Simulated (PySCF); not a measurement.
Molecular orbitals of NaBi⁺

CAM-B3LYP at R = 3.431 Å; PySCF, scalar-relativistic core potentials, basis sets Na aug-cc-pVDZ, Bi aug-cc-pVDZ-PP with ECP60. State: ⁴Σ⁻ (quartet), unpaired electrons σ ↑, π ↑↑. Only the outer orbitals are listed, counted within each symmetry, core potentials removing the inner ones.

```
spin  orbital  occ.  ε (eV)  on Na (%)   main shells (%)
   α       7σ     1  -22.65          1           99 Bi s
   α       8σ     1  -12.03         16   83 Bi p, 9 Na s
   α       4π     1  -11.45          1           99 Bi p
   α       4π     1  -11.45          1           99 Bi p
   α       9σ     0   -5.37         96           94 Na s
   α       5π     0   -3.28         97           98 Na p
   α       5π     0   -3.28         97           98 Na p
   β       7σ     1  -20.16          1           99 Bi s
   β       8σ     0   -6.96         50  52 Bi p, 43 Na s
   β       4π     0   -5.97          5           94 Bi p
   β       4π     0   -5.97          5           94 Bi p
```

Q: Which are the highest filled and the lowest empty level, where do they sit, and how wide is the gap?

A: Highest filled α 4π at -11.45 eV (in %: 99 Bi p); lowest empty β 8σ at -6.96 eV (in %: 52 Bi p, 43 Na s); the gap at CAM-B3LYP is 4.49 eV.

```
bond order (Mayer)                                                                                                 : 0.32
⟨S²⟩                                                                                                               : 3.752
charge on Na (Mulliken, basis-dependent)                                                                           : 0.79
charge on Na (Löwdin, basis-dependent)                                                                             : 0.68
dipole moment (positive dipole points towards Bi; it is taken about the centre of mass and depends on that origin) : -11.63 D
polarisability along the bond                                                                                      : 66.3 bohr³
polarisability across the bond                                                                                     : 47.2 bohr³
```

Spin–orbit coupling is left out, which matters for elements this heavy, above all for dissociation energies. The state was picked by a PBE0 search and need not be the measured ground state.
